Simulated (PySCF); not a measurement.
PySCF input for H3S2, SMILES S[SH2+], charge +1, PBE/pcSseg-2. Geometry optimised at B3LYP-D3(BJ)/def2-TZVP. The isomer is the one that the SMILES or the coordinates give; other isomers of the formula were not compared.

```python
import numpy as np
from pyscf import gto, scf, dft
from pyscf.prop.nmr import rks as nmr

mol = gto.M(
    atom='''
    S     0.09948197   -1.07790046   -0.00000000
    S    -0.11458840    0.98875673    0.00000000
    H    -1.23926005   -1.24882917    0.00000001
    H     0.74048143    1.33756443    0.99366118
    H     0.74048142    1.33756444   -0.99366119
    ''',
    basis='pcSseg-2',
    charge=1,
    spin=0,
    max_memory=1600,
    verbose=3,
)
mf = dft.RKS(mol, xc='pbe')
mf.grids.level = 3
mf.conv_tol = 1e-10
mf.max_cycle = 100
mf.kernel()
n = nmr.NMR(mf)
n.verbose = 2
n.max_cycle_cphf = 60
sigma = n.kernel()
print('atom   isotropic/ppm   span/ppm')
for i, s in enumerate(sigma):
    w = np.linalg.eigvalsh((s + s.T) / 2)
    print(f'{mol.atom_symbol(i):2s}{i + 1:3d} {w.mean():14.3f} {w[2] - w[0]:11.3f}')
```

Log of the run:

```
converged SCF energy = -797.570049750578
atom   isotropic/ppm   span/ppm
S   1        464.070     567.815
S   2        485.258     319.984
H   3         26.333      15.583
H   4         24.530      16.349
H   5         24.530      16.349
```

Self-consistency was reached.
